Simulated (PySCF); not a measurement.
**MTl for M along the chalcogens**

PBE0 with triple-zeta basis sets in PySCF, for the lowest determinant that a PBE0 search found; no spin–orbit coupling. De refers to high-spin ground-configuration atoms. A positive dipole means M(−)Tl(+).

```
 M         basis  state (unpaired electrons)  Re (Å)  ωe (cm⁻¹)  De (eV)  μ (D)
 O  x2c-TZVPPall               doublet (π ↑)   2.177        458     3.18   3.62
 S  x2c-TZVPPall               doublet (π ↑)   2.579        269     3.06   3.57
Se    def2-TZVPP               doublet (π ↑)   2.710        174     2.88   3.67
```

The shortest bond is that of TlO (2.177 Å), the longest that of TlSe (2.710 Å).

The rows differ in basis set, which adds steps of its own.

Down a group the atoms grow and get heavier, so bonds lengthen and wavenumbers fall; this series shows no clear exception.

Spin–orbit coupling is left out, which matters for elements this heavy, above all for dissociation energies. States were picked by a PBE0 search and need not be the measured ground states.
